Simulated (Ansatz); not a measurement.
ClHZn (SMILES [Cl][ZnH]) moved off its minimum; all values from Ansatz (a quantum-chemistry and plane-wave program), cores frozen in correlated methods.
(charge 0, multiplicity 1)
```xyz
3

Zn     0.05105     0.02551    -0.90567
H     -0.17951    -0.09682    -2.41721
Cl     0.09126     0.10060     1.29312
```

Forces at B3LYP/def2-TZVPP (eV/Å):

```tsv
atom	Fx	Fy	Fz
Zn1	-0.240	-0.062	0.772
H2	0.167	0.065	0.232
Cl3	0.072	-0.003	-1.004
```

### Question
Give the forces (eV/Å), the total energy and the dipole at CCSD(T)/def2-TZVPPD.

### Answer

```tsv
atom	Fx	Fy	Fz
Zn1	-0.234	-0.059	0.794
H2	0.170	0.068	0.317
Cl3	0.064	-0.009	-1.111
```
Energy -2238.6415 hartree, dipole 2.21 D.
